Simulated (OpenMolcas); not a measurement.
An OpenMolcas run meant for V IV (ANO-R2, X2C; inactive shells 1s 2s 2p 3s 3p; intended active space 2 electrons in 5 orbitals (3d)). One step of its input:

```
&CASPT2
Multistate=10 1 2 3 4 5 6 7 8 9 10
Frozen=2 3
IPEA=0.25
Imaginary=0.1
MaxIter=60
WThr=0.0 0.3 0.05
PrWF=0.5
NoMix
Deleted=15 11
```

The run finished. Its levels beside those of a sound run (SS-CASPT2, IPEA 0.25 Eh, imaginary shift 0.1 Eh (closed shells correlated: 3s 3p)), in cm⁻¹ above each run's lowest level:

| Level | This run | Usual run |
| --- | --- | --- |
| 3d² ³F₂ | 0.0 | 0.0 |
| 3d² ³F₃ | 317 | 317 |
| 3d² ³F₄ | 725 | 725 |
| 3d² ¹D₂ | 11030 | 10719 |
| 3d² ³P₀ | 13970 | 13790 |
| 3d² ³P₁ | 14073 | 13892 |
| 3d² ³P₂ | 14304 | 14123 |
| 3d² ¹G₄ | 20606 | 18739 |

Task: Which setting is unsound, and how much does it matter here?

Result: Nearly half of the orbitals are deleted from the virtual space, which removes much of the correlation energy. Against the sound run the excited levels shown move by 390 cm-1 on average and by 1900 cm-1 at most.

CASPT2 breaks the degeneracy within a term, and the mean is taken; among the terms shown or strongly mixed into the levels shown the widest spread is 1000 cm-1 (3d² ³P, this run). Some high roots are left out of the spin-orbit mixing, which shifts the levels that they would mix with. Levels of configurations outside the active space are missing.
